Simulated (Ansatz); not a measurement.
Harmonic frequencies (cm⁻¹) at PBE0-D4/def2-TZVP from Ansatz: 131, 154, 182, 203, 208, 220, 323, 410, 425, 548, 556, 726, 757, 902, 922, 1570, 1572, 3567, 3568, 3669, 3670.

Each molecule was computed in one conformer, which needn't be the lowest.

(1) Which molecule is it?
A. `C[O][GeH]([F])[Cl]`
B. `C[O][GeH2][C]#N`
C. `[NH2][Ge]([NH2])([Cl])[Cl]`
D. `C#[C][GeH]([CH3])[F]`

Answers

(1) C.
